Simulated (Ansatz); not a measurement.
Reaction (ligand exchange at a Zr–N bond): `C[N](C)[Zr]([F])([F])[F]` + H₂Se → `[F][Zr]([F])([F])[SeH]` + `CNC`

Gas-phase electronic energies from Ansatz, PBE0-D4/def2-TZVP geometries. CCSD(T)/CBS is the MP2 limit (def2-TZVPP, def2-QZVPP) plus CCSD(T) − MP2 in def2-TZVPP, frozen cores. DFT in def2-TZVPP. B3LYP here is the variant with VWN-RPA as its local correlation; programs differ in this. Elements past krypton have def2 core potentials. For Se, Zr outer-core shells are correlated without core-valence functions, which leaves a few kJ/mol of doubt a bond. Scalar relativity is left out up to krypton. Each species was taken in one conformer, which may not be the lowest.

(1) Is it downhill or uphill in electronic energy at CCSD(T)/CBS, and by how much? (Best estimate.)

(2) What do these levels give: BLYP-D4, r2SCAN-D4, B3LYP-D4, ωB97M-V, PBE, PBE0? (Estimate.)

Largest T1 diagnostic among the species: 0.016.

## Answers

(1) The calculation gave: Downhill: ΔE = -5.4 kcal/mol.

(2) The calculation gave: BLYP-D4 -3.8, r2SCAN-D4 -6.2, B3LYP-D4 -4.8, ωB97M-V -5.8, PBE -6.7, PBE0 -7.4 kcal/mol.

From PBE to PBE0 (25 % exact exchange), in def2-TZVPP and without D4, ΔE moves by −0.7 kcal/mol. Leaving LDA and LC-ωPBE aside and taking each functional with its dispersion term where it has one, the values, not all of them listed here, spread over 3.1 kcal/mol, from r2SCAN0-D4 to BLYP-D4. LDA lies +1.8 kcal/mol from PBE without D4. At CCSD(T), def2-SVP lies +4.9 kcal/mol from the extrapolated value and def2-TZVPP +0.8 kcal/mol.
